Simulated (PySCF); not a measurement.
Computed IR spectrum (relative IR intensity) of a molecule C₄H₇O, multiplicity 2. Coordinates come from a B3LYP-D3(BJ)/def2-SVP optimisation. The values are those of a single conformer. Level of theory: B3LYP-D3(BJ)/def2-SVP run with PySCF. Harmonic, unscaled wavenumbers; measured fundamentals usually lie a few per cent lower.

Lines under 2 % of the strongest are left out, and lines within 2 cm⁻¹ are merged.

ν (cm⁻¹): 263 (w), 418 (w), 605 (w), 665 (m), 798 (w), 952 (m), 962 (vw), 1021 (vw), 1038 (s), 1139 (w), 1211 (s), 1360 (w), 1369 (s), 1410 (m), 1435 (m), 1447 (m), 1450 (w), 1475 (m), 1647 (vs), 2999 (m), 3031 (w), 3049 (w), 3104 (w), 3158 (w), 3162 (m) (against the strongest line: vs over 80 %, s over 45 %, m over 15 %, w over 4 %, vw less)

Which structure fits?
(A) [CH]1CCCO1
(B) [CH]1CCOC1
(C) [CH2]CC(C)=O
(D) C[CH]C(C)=O

D, C[CH]C(C)=O
